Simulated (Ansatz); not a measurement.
Consider the formal exchange of groups at the Si–Ge bond: `[SiH3][SiH2][SiH2][SiH2][GeH2][SiH3]` + `B[SiH2][SiH3]` → `[SiH3]B[SiH2][SiH3]` + `[SiH3][SiH2][SiH2][SiH2][GeH3]`.

Calculated with Ansatz (gas phase, PBE0-D4/def2-TZVP geometries, no zero-point term in ΔE). CCSD(T)/CBS is the MP2 limit (def2-TZVPP, def2-QZVPP) plus CCSD(T) − MP2 in def2-TZVPP, frozen cores. Functionals use def2-TZVPP. B3LYP here is the variant with VWN-RPA as its local correlation; programs differ in this. For Ge outer-core shells are correlated without core-valence functions, which leaves a few kJ/mol of doubt a bond. Scalar relativity is left out up to krypton. One conformer a species, not always the lowest.

```csv
level,ΔE (kcal/mol)
PBE0-D4,7.3
B3LYP-D4,7.7
B2PLYP,7.1
r2SCAN,6.3
B3LYP,6.2
HF/def2-TZVPP,6.8
MP2/def2-TZVPP,8.6
SCS-MP2/def2-TZVPP,8.1
```

What does CCSD(T)/CBS give? (Best estimate.)

The calculation gave: +7.9 kcal/mol. The listed levels differ from it by -0.6, -0.2, -0.8, -1.6, -1.7, -1.1, 0.7, 0.2 kcal/mol.

Largest T1 diagnostic among the species: 0.015.

The D4 term adds +1.5 kcal/mol with B3LYP and +0.9 kcal/mol with PBE0; it sums over pairs of atoms, weighted by their polarisabilities, and B3LYP, whose exchange is more repulsive, gets the larger term.
